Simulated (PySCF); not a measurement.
SMILES C=C[SiH2][SiH2]S (C₂H₈SSi₂) (GFN2-xTB optimised geometry):

```
13

C      1.841     0.775     2.630
C      2.556     0.252     1.646
Si     1.855    -0.340     0.000
Si    -0.454    -0.340     0.000
S     -1.139     1.716     0.000
H      2.283     1.110     3.557
H      0.772     0.902     2.554
H      3.627     0.158     1.783
H      2.432     0.492    -1.065
H      2.322    -1.716    -0.225
H     -1.124    -0.941     1.156
H     -1.098    -0.927    -1.176
H     -2.432     1.451    -0.072
```

Method: CAM-B3LYP/def2-TZVP in PySCF.

Task: What are the frontier orbital energies and the dipole moment?

Result: HOMO-2 -9.92 eV, HOMO-1 -9.45 eV, HOMO -8.53 eV, LUMO 0.53 eV, LUMO+1 0.70 eV; dipole moment 1.19 D.

Meta-Löwdin charges at CAM-B3LYP/def2-TZVP: C1 -0.21, C2 -0.34, Si3 0.42, Si4 0.36, S5 -0.33, H6 0.12, H7 0.12, H8 0.12, H9 -0.09, H10 -0.09, H11 -0.09, H12 -0.09, H13 0.10.
